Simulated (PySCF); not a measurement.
# Bromine: a sound run and one with changed settings

Sound run: Br [Ar] 3d10 4s2 4p5, Br⁺ [Ar] 3d10 4s2 4p4. Computed with PySCF 2.14 in def2-SVP, with no relativity, point nucleus. In the sound run the correlated levels freeze [Ar] 3d10. The sound run starts from symmetry-adapted Hartree-Fock orbitals and uses a fine grid where one is needed.

A second run was set up differently.

```csv
species,method,sound run (hartree),changed run (hartree),converged
Br,UHF,-2572.08220,-2572.08220,yes
Br,LDA,-2570.23215,-2570.23215,yes
Br,PBE,-2573.40726,-2573.40726,yes
Br,MP2,-2572.17971,-2572.12034,yes
Br,CCSD(T),-2572.19582,-2572.19582,yes
Br⁺,UHF,-2571.68517,-2571.68517,yes
Br⁺,LDA,-2569.78923,-2569.78923,yes
Br⁺,PBE,-2572.97439,-2572.97439,yes
Br⁺,MP2,-2571.76251,-2571.71540,yes
Br⁺,CCSD(T),-2571.78005,-2571.78005,yes
```

Ionisation energy of Br:

```json
{"method": "UHF", "sound run (eV)": "10.804", "changed run (eV)": "10.804"}
{"method": "LDA", "sound run (eV)": "12.053", "changed run (eV)": "12.053"}
{"method": "PBE", "sound run (eV)": "11.779", "changed run (eV)": "11.779"}
{"method": "MP2", "sound run (eV)": "11.353", "changed run (eV)": "11.019"}
{"method": "SCS-MP2", "sound run (eV)": "11.334", "changed run (eV)": "11.015"}
{"method": "CCSD", "sound run (eV)": "11.309", "changed run (eV)": "11.309"}
{"method": "CCSD(T)", "sound run (eV)": "11.314", "changed run (eV)": "11.314"}
```

(1) What was changed?
A. basis contracted for another Hamiltonian
B. minimal basis
C. level shift left on
D. a valence shell is frozen

Answers

(1) C. It used initial guess minao, at most 50 SCF cycles, level shift 2.0 hartree. A level shift leaves the converged SCF energy unchanged but raises the virtual orbital energies, which shrinks MP2 if it is not removed.
